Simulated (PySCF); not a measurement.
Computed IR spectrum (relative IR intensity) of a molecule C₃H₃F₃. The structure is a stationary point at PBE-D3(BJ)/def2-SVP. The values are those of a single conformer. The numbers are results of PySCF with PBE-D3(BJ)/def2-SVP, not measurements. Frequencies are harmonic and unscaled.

Lines under 2 % of the strongest are left out, and lines within 2 cm⁻¹ are merged.

| ν (cm⁻¹) | relative intensity |
|---|---|
| 473 | 5.1 |
| 595 | 3.7 |
| 724 | 12 |
| 814 | 8.2 |
| 852 | 5.1 |
| 969 | 13 |
| 974 | 16 |
| 1028 | 31 |
| 1078 | 6.7 |
| 1164 | 43 |
| 1241 | 100 |
| 1295 | 49 |
| 1476 | 66 |
| 3082 | 5.3 |

**Question.** Identify the compound among the candidates.
(A) F[C@H]1CC1(F)F
(B) F/C=C\C(F)F
(C) C=CC(F)(F)F
(D) C=C(F)C(F)F

**Answer.** A, F[C@H]1CC1(F)F
